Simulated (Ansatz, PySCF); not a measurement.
Gas-phase reaction (SMILES): COB(C)OC [dimethoxy(methyl)borane] + Cl (HCl) -> COB(Cl)OC [chloro(dimethoxy)borane] + C (CH4); hydrogen chloride cleaves one B-C bond, a model of a ligand-exchange step.

Each molecule is optimised on its own at B3LYP-D3(BJ)/def2-TZVP (Ansatz, a first-principles code), one conformer each, not searched for the lowest. Cores are frozen in the correlated levels unless marked. Spin-orbit coupling is left out. No relativistic terms. CBS(X,Y): correlation extrapolated as X^-3; Hartree-Fock from the larger set. [CCSD(T)-MP2]/basis is that difference in the basis named. Thermal terms are rigid-rotor harmonic-oscillator values from B3LYP-D3(BJ) frequencies (Ansatz or PySCF) at 298.15 K and 1 atm. 1 Eh = 627.5095 kcal/mol.

```csv
species,"E, RI-MP2/CBS(cc-pV(T+d)Z,cc-pV(Q+d)Z)+[CCSD(T)-MP2]/cc-pV(T+d)Z (Ansatz) (Eh)","E, wB97X-V/def2-TZVPD (Ansatz) (Eh)",H - E (Eh)
COB(C)OC,-294.80041,-295.15066,0.13585
Cl (HCl),-460.37804,-460.74931,0.01000
COB(Cl)OC,-714.75349,-715.42098,0.09987
C (CH4),-40.46125,-40.51531,0.04840
```

Work out ΔE and ΔH at 298.15 K at the first level, then ΔH at the second.


1. ΔE = [(-714.75349) + (-40.46125)] - [(-294.80041) + (-460.37804)] = -0.03629 Eh = -22.8 kcal/mol at RI-MP2/CBS(cc-pV(T+d)Z,cc-pV(Q+d)Z)+[CCSD(T)-MP2]/cc-pV(T+d)Z.
2. The terms H - E add up to 0.00242 Eh, so ΔH = (-0.03629 + (0.00242))×627.5095 = -21.3 kcal/mol.
3. At wB97X-V/def2-TZVPD the same steps give ΔE = -22.8 and ΔH = -21.3 kcal/mol, a shift of +0.0 from the first level.
4. These values are not checked against measurement here, since the tables used lack a sound gas-phase enthalpy of formation for at least one species.
